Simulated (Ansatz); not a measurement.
Two members of one family (Same ligands, another metal), computed with Ansatz in the gas phase; def2 core potentials for Nb, Ta, no spin–orbit coupling. The two geometries come from different levels. Binding counts from free atoms in the multiplicity of their measured ground term, without zero-point energy. A dash marks a value that wasn't run or was left out as unsound. The structures are stationary points that may keep the symmetry of their start. Remarks come from the PBE and PBE0 runs and from stability tests at other levels; not every state was tested. A HOMO above zero means that the electron is unbound at that level and held by the basis, or that self-interaction error raises the level; the energy of removing that electron tells which. HOMO above LUMO (over both spins in singlets and doublets, within one spin in higher multiplets; at PBE or PBE0), or a gap under 0.15 eV within one spin, warns that the state may not be the lowest or that an electron is smeared out.

First: NbSeCl3 (singlet, charge 0, PBE0-D4/def2-SVP geometry).

```xyz
5

Nb    0.008   -0.018    0.017
Se   -0.683    1.514   -1.481
Cl    2.233   -0.351   -0.287
Cl   -1.150   -1.935   -0.346
Cl   -0.408    0.791    2.097
```

| level | HOMO (eV) | LUMO (eV) | gap (eV) | vertical EA (eV) | binding per atom (eV) |
| --- | --- | --- | --- | --- | --- |
| PBE-D4/def2-TZVP | -6.93 | -4.09 | 2.84 | – | 3.96 |
| PBE-D4/def2-TZVPD | -6.95 | -4.12 | 2.83 | 1.63 | 3.96 |
| r2SCAN-D4/def2-TZVPD | -7.23 | -4.11 | 3.12 | 1.78 | 3.82 |
| PBE0-D4/def2-SVP | -8.05 | -3.38 | 4.67 | – | 3.75 |
| PBE0-D4/def2-TZVPD | -8.05 | -3.45 | 4.60 | 2.00 | 3.72 |

Metal–donor distances: 1 × Se 2.25 Å, 3 × Cl 2.27 Å. Remarks: restricted SCF unstable in HF, HOMO above zero (-1 doublet), gap within one spin near zero at PBE or PBE0 (-1 doublet).

Second: TaSeCl3 (singlet, charge 0, r2SCAN-D4/def2-SVP geometry).

```xyz
5

Ta   -0.0225    0.0260    0.0063
Se    1.4529   -1.6665   -0.4128
Cl    0.7369    1.9022   -1.0619
Cl   -0.0998    0.3459    2.2717
Cl   -2.0675   -0.6077   -0.8033
```

Question: Estimate how these quantities change from the first to the second (second minus first).

Answer: 
| level | Δ HOMO (eV) | Δ LUMO (eV) | Δ gap (eV) | Δ vertical EA (eV) | Δ binding per atom (eV) |
| --- | --- | --- | --- | --- | --- |
| PBE-D4/def2-TZVP | 0.17 | 0.37 | 0.20 | – | 0.20 |
| PBE-D4/def2-TZVPD | 0.16 | 0.36 | 0.19 | -0.33 | 0.20 |
| r2SCAN-D4/def2-TZVPD | 0.17 | 0.41 | 0.23 | -0.35 | 0.26 |
| PBE0-D4/def2-SVP | 0.14 | 0.36 | 0.22 | – | 0.20 |
| PBE0-D4/def2-TZVPD | 0.19 | 0.39 | 0.21 | -0.42 | 0.27 |

Metal–donor distances: 1 × Se 2.28 Å, 3 × Cl 2.29 Å. Remarks: HOMO above zero (-1 doublet), gap within one spin near zero at PBE or PBE0 (-1 doublet).
